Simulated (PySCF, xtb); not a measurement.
3,3,3-trifluoro-2-methylprop-1-ene (C4H5F3), SMILES C=C(C)C(F)(F)F.

Harmonic wavenumbers (cm⁻¹) from GFN2-xTB in xtb at its own minimum, in rising order: 37, 145, 218, 220, 342, 383, 435, 528, 536, 559, 722, 742, 921, 951, 1016, 1037, 1051, 1074, 1110, 1276, 1392, 1409, 1460, 1468, 1730, 3010, 3024, 3066, 3119, 3149.

What does PBE-D3(BJ)/def2-SVP run with PySCF give at its own minimum? (An estimate is asked for; the answer gives what the named calculation found.)

62, 179, 233, 243, 357, 407, 468, 559, 569, 582, 731, 763, 913, 924, 971, 1019, 1129, 1136, 1173, 1315, 1351, 1372, 1393, 1416, 1694, 2975, 3051, 3091, 3093, 3195. Paired by order, the mean absolute difference is 34 cm⁻¹ and the zero-point energies are 51.6 and 52.0 kcal/mol.
